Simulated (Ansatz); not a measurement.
Harmonic frequencies (cm⁻¹) at PBE0-D4/def2-TZVP from Ansatz: 28, 65, 215, 316, 343, 424, 444, 505, 774, 878, 881, 1837, 2143, 2156, 2158.

(1) Which molecule is it?
A. `[I][In]([I])[I]`
B. `C[O][In]([Cl])[Cl]`
C. `[CH3][In]([F])[C]#N`
D. `[Cl][InH][GeH3]`

Results:

(1) D.
